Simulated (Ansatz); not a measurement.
`CC(C)CB(F)F`, charge 0, multiplicity 1.

Task: Give a relaxed structure at PBE0-D4/def2-TZVP (the Gaussian-basis code of Ansatz). (Best estimate.)

Result: Ansatz gave: 
Z-matrix (Å, degrees):
```
C
C 1 1.522
H 1 1.093 2 111.8
H 1 1.093 2 111.2 3 -120.2
H 1 1.095 2 110.6 3 120.3
C 2 1.521 1 110.8 3 177.3
C 2 1.528 1 110.9 3 -59.0
H 2 1.097 1 107.9 3 59.1
H 6 1.093 2 111.4 1 -177.9
H 6 1.095 2 110.7 1 62.3
H 6 1.093 2 111.3 1 -57.4
B 7 1.559 2 116.4 1 65.4
H 7 1.097 2 110.5 1 -59.7
H 7 1.101 2 109.9 1 -174.4
F 12 1.324 7 121.6 2 -162.5
F 12 1.324 7 122.7 2 19.6
```
This is one stationary point; other conformers may exist.
